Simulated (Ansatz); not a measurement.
Molecule: CCuO (charge +1, singlet). SMILES: [C+](=O)[Cu]
Geometry: optimised at B3LYP-D3(BJ)/def2-TZVP (Ansatz, an electronic-structure program).

Quantity: vertical ionisation energy to the doublet, in eV. Conventions: non-relativistic; 6-31G* and kin with 6d, 5d where marked; each state is the SCF solution reached for its charge and spin; no dispersion term unless named; spin-orbit terms left out; LANL2DZ with its own core potentials from Na on; open shells spin-unrestricted; frozen cores in correlated levels (noble-gas shells and the d and f shells of earlier blocks). Ab initio and DFT rows: single points at B3LYP-D3(BJ) geometries (Ansatz). The spin state of an ion or metal species was assumed, not searched.

```
level                              program  vertical ionisation energy to the doublet (eV)
---------------------------------  -------  ----------------------------------------------
HF/6-31G*                           Ansatz                                           14.30
B3LYP/3-21G                         Ansatz                                           15.18
B3LYP/6-31G*                        Ansatz                                           16.96
B3LYP/6-31G* with LANL2DZ past Ar   Ansatz                                           18.57
MP2/6-31G*                          Ansatz                                           16.67
MP2/6-31G* with LANL2DZ past Ar     Ansatz                                           18.25
B3LYP/def2-TZVPD                    Ansatz                                           18.42
PBE0/def2-TZVPD                     Ansatz                                           18.17
wB97X-V/def2-TZVPD                  Ansatz                                           18.23
```

No value to compare with is used here. The 6 habitual levels span 14.30 (HF/6-31G*) to 18.57 eV (B3LYP/6-31G* with LANL2DZ past Ar); B3LYP/def2-TZVPD gives 18.42.

The levels are drawn from those run, B3LYP/6-31G* more often than the rest, none by its result; left out are runs that failed, that the program found above a lower state of the same kind, or whose <S^2> lies over 0.5 above the pure value.
